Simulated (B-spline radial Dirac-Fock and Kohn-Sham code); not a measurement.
X-ray lines that fill the L3 vacancy in Sc³⁺

System: Sc³⁺, 1s2 2s2 2p6 3s2 3p6.

Model: independent-particle rates on relativistic LDA orbitals of the hole state (multipoles up to L = 3, Coulomb Auger matrix elements, transition energies from Dirac-Fock). Program: an atomic code on a B-spline grid.

```
 line  multipole  energy (eV)  width (meV)  share (%)
   Lℓ         E1        347.2       0.0634       99.9
L3-M2         E2        374.9     3.11e-05     0.0489
L3-M3         E2        375.4     3.05e-05     0.0481
```

The listed lines hold 100.0 % of the radiative rate. The radiative width is 6.35e-05 eV in the length form and 7.06e-05 eV in the velocity form; the two differ because the transition energies are not eigenvalue differences of the potential that gave the orbitals.

Values without a named source are computed, but for edge energies of neutral atoms, which are taken from tables.
